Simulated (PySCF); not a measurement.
Input file for PySCF: D3(BJ) and D4 dispersion corrections on CH3 (SMILES [CH3]).

```python
from pyscf import gto
from pyscf.dispersion import dftd3, dftd4

mol = gto.M(
    atom='''
    C     0.00002529    0.00002296    0.00000059
    H     1.06845039   -0.14741449    0.02930280
    H    -0.66111836   -0.85156786   -0.04255873
    H    -0.40725733    0.99905939    0.01325534
    ''',
    basis='def2-svp',
    charge=0, spin=1, verbose=0, max_memory=1800)
d3, d4 = {}, {}
for xc in ['hf', 'pbe', 'blyp', 'revpbe', 'tpss', 'r2scan', 'b3lyp', 'pbe0', 'bhlyp', 'camb3lyp', 'b2plyp']:
    d3[xc] = float(dftd3.DFTD3Dispersion(mol, xc=xc, version='d3bj', atm=False).get_dispersion()['energy'])
    print(f'D3(BJ) {xc:10s} {d3[xc]:14.8f} Eh')
for xc in ['hf', 'pbe', 'blyp', 'revpbe', 'tpss', 'r2scan', 'b3lyp', 'pbe0', 'bhlyp', 'camb3lyp', 'b2plyp']:
    d4[xc] = float(dftd4.DFTD4Dispersion(mol, xc={'camb3lyp': 'cam-b3lyp'}.get(xc, xc), atm=True).get_dispersion()['energy'])
    print(f'D4     {xc:10s} {d4[xc]:14.8f} Eh')
```

Output:

```
D3(BJ) hf            -0.00999965 Eh
D3(BJ) pbe           -0.00084866 Eh
D3(BJ) blyp          -0.00173260 Eh
D3(BJ) revpbe        -0.00245773 Eh
D3(BJ) tpss          -0.00100620 Eh
D3(BJ) r2scan        -0.00020203 Eh
D3(BJ) b3lyp         -0.00138717 Eh
D3(BJ) pbe0          -0.00066519 Eh
D3(BJ) bhlyp         -0.00100857 Eh
D3(BJ) camb3lyp      -0.00052400 Eh
D3(BJ) b2plyp        -0.00057861 Eh
D4     hf            -0.00287205 Eh
D4     pbe           -0.00059397 Eh
D4     blyp          -0.00142597 Eh
D4     revpbe        -0.00270851 Eh
D4     tpss          -0.00081034 Eh
D4     r2scan        -0.00013991 Eh
D4     b3lyp         -0.00094783 Eh
D4     pbe0          -0.00047750 Eh
D4     bhlyp         -0.00057770 Eh
D4     camb3lyp      -0.00045986 Eh
D4     b2plyp        -0.00040642 Eh
```

The run finished.

Cost: very roughly 0.05 core-seconds.
